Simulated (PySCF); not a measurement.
Sn(Cl)3(NH2) (Cl3H2NSn), SMILES [NH2][Sn]([Cl])([Cl])[Cl].

Coordinates come from a B3LYP-D3(BJ)/def2-SVP optimisation. The structure was generated by enumeration; whether it is a known compound was not checked. The def2 effective core potentials stand for the cores of Sn; spin–orbit coupling is left out. The values are those of a single conformer.

Method: TDA-PBE/def2-SVPD run with PySCF.

Vertical excitations. 

### Question
Estimate the UV-visible absorptions. (Estimate from the structure and the level; the computed values follow.)

### Answer

```csv
state,energy (eV),λ (nm),f,main pairs
S1,3.75,331,0.029,HOMO→LUMO 94 %
S2,4.21,294,0.001,HOMO−1→LUMO 99 %
S3,4.45,279,0.012,HOMO−3→LUMO 88 %
S4,4.46,278,0.020,HOMO−2→LUMO 83 %
S5,4.63,268,0.023,HOMO−4→LUMO 80 %
S6,4.64,267,0.023,HOMO−5→LUMO 81 %
S7,4.71,263,0.034,HOMO−6→LUMO 91 %
S8,6.22,199,0.002,"HOMO→LUMO+1 75 %, HOMO→LUMO+2 25 %"
S9,6.40,194,0.044,"HOMO→LUMO+2 63 %, HOMO→LUMO+1 20 %"
S10,6.59,188,0.057,HOMO−7→LUMO 69 %
T1,3.19,389,0,HOMO→LUMO 99 %
T2,3.92,316,0,HOMO−1→LUMO 100 %
T3,4.05,306,0,HOMO−2→LUMO 99 %
T4,4.10,302,0,HOMO−3→LUMO 99 %
```
Triplets are in the Tamm–Dancoff approximation.
